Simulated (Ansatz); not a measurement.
Reaction (formal hydrolysis of the Si–F bond): `CO[SiH2]S[SiH2]F` + H₂O → `CO[SiH2]S[SiH2]O` + H–F

Isolated molecules relaxed with PBE0-D4/def2-TZVP in Ansatz; ΔE leaves out vibrations. CCSD(T)/CBS is the MP2 limit (def2-TZVPP, def2-QZVPP) plus CCSD(T) − MP2 in def2-TZVPP, frozen cores. This one scheme is used for every species. DFT in def2-TZVPP. B3LYP here is the variant with VWN-RPA as its local correlation; programs differ in this. One conformer a species, not always the lowest.

`CO[SiH2]S[SiH2]F`:

Cartesian coordinates in Å:
```
C 0.395 0.270 -1.798
O 0.464 -0.820 -0.903
Si -0.763 -1.434 -0.020
S -0.556 -0.978 2.069
Si 0.387 0.903 1.893
F -0.475 1.889 0.969
H 0.718 -0.060 -2.787
H -0.620 0.674 -1.872
H 1.061 1.066 -1.455
H -2.046 -0.882 -0.525
H -0.743 -2.912 -0.093
H 0.455 1.472 3.256
H 1.722 0.812 1.265
```

H₂O:

Z-matrix (Å, degrees):
```
O
H 1 0.960
H 1 0.960 2 105.1
```

`CO[SiH2]S[SiH2]O`:

```xyz
14

C     0.724    1.992    0.008
O     1.072    0.669   -0.364
Si    1.162   -0.548    0.748
S    -0.754   -0.991    1.557
Si   -1.642   -1.530   -0.326
O    -1.507   -0.328   -1.430
H     1.384    2.365    0.798
H     0.834    2.629   -0.870
H    -0.312    2.041    0.359
H     2.022   -0.153    1.891
H     1.707   -1.694   -0.013
H    -3.080   -1.758   -0.073
H    -0.976   -2.770   -0.800
H    -0.634    0.078   -1.486
```

H–F:

Cartesian coordinates in Å:
```
F 0.302 -0.170 -0.302
H -0.302 0.170 0.302
```

CCSD(T)/CBS gives +26.1 kJ/mol.

Problem. Another level gave +33.0 kJ/mol. Which?
A. HF/def2-TZVPP
B. r2SCAN-D4/def2-TZVPP
C. B3LYP/def2-TZVPP
D. PBE-D4/def2-TZVPP

Solution. C. B3LYP 33.0, r2SCAN-D4 26.3, PBE-D4 22.1, HF/def2-TZVPP 41.0 kJ/mol.

Largest T1 diagnostic among the species: 0.012.

In def2-TZVPP, CCSD(T) changes the Hartree–Fock value by −16.7 kJ/mol (the triples alone add −3.1 kJ/mol) and MP2 by −19.4 kJ/mol. The D4 term adds −5.4 kJ/mol with B3LYP and −2.9 kJ/mol with PBE0; it sums over pairs of atoms, weighted by their polarisabilities, and B3LYP, whose exchange is more repulsive, gets the larger term.
